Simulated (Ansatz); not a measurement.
Molecule: CuCl$_{2}$, charge 0, multiplicity 2. The spin state was set by rule; other spins were not relaxed. SMILES: [Cl][Cu][Cl]
Geometry: optimised at B3LYP-D3(BJ)/def2-TZVP (Ansatz, a first-principles code).

Quantity: atomisation energy (electronic, to ground-state atoms), in kcal/mol. Correlated levels leave the core frozen unless marked. UHF or UKS for open shells. Spin-orbit coupling is left out. Frozen are the shells of the preceding noble gas and the d and f shells that filled before the atom's block. Non-relativistic. The coupled-cluster limit lacks core correlation, which all-electron functionals hold. CBS(X,Y): correlation extrapolated as X^-3; Hartree-Fock from the larger set. [CCSD(T)-MP2]/basis is that difference in the basis named.

```
level                                                                 program  atomisation energy (kcal/mol)
-------------------------------------------------------------  --------------  -----------------------------
PBE-D3(BJ)/def2-TZVPD                                          Ansatz + dftd3                          154.4
r2SCAN-D4/def2-TZVPD                                           Ansatz + dftd4                          156.4
PBE0/STO-3G                                                            Ansatz                          195.0
PBE0/def2-SVP                                                          Ansatz                          147.6
PBE0-D4/def2-TZVP                                              Ansatz + dftd4                          141.5
PBE0-D4/def2-TZVPD                                             Ansatz + dftd4                          142.6
r2SCAN0-D4/def2-TZVPD                                          Ansatz + dftd4                          144.1
HSE06-D3(BJ)/def2-TZVPD                                        Ansatz + dftd3                              …
CAM-B3LYP-D3(BJ)/def2-TZVPD                                    Ansatz + dftd3                          136.9
LC-wPBE-D3(BJ)/def2-TZVPD                                      Ansatz + dftd3                          137.2
wB97M-V/def2-TZVPD                                                     Ansatz                          141.5
wB97X/def2-TZVPD                                                       Ansatz                          142.9
B2GP-PLYP-D3(BJ)/def2-TZVPD                                    Ansatz + dftd3                          128.9
B2PLYP/def2-TZVPD                                                      Ansatz                              …
PBE-QIDH/def2-TZVPD                                                    Ansatz                              …
CCSD/6-31G*                                                            Ansatz                              …
CCSD/def2-TZVPP                                                        Ansatz                          130.5
RI-MP2/CBS(def2-TZVPPD,def2-QZVPPD)+[CCSD(T)-MP2]/def2-TZVPPD          Ansatz                          139.3
```

**Question.** Fill in the missing entries.

**Answer.** 
- HSE06-D3(BJ)/def2-TZVPD, atomisation energy (kcal/mol): 142.8
- B2PLYP/def2-TZVPD, atomisation energy (kcal/mol): 125.7
- PBE-QIDH/def2-TZVPD, atomisation energy (kcal/mol): 135.5
- CCSD/6-31G*, atomisation energy (kcal/mol): 152.9
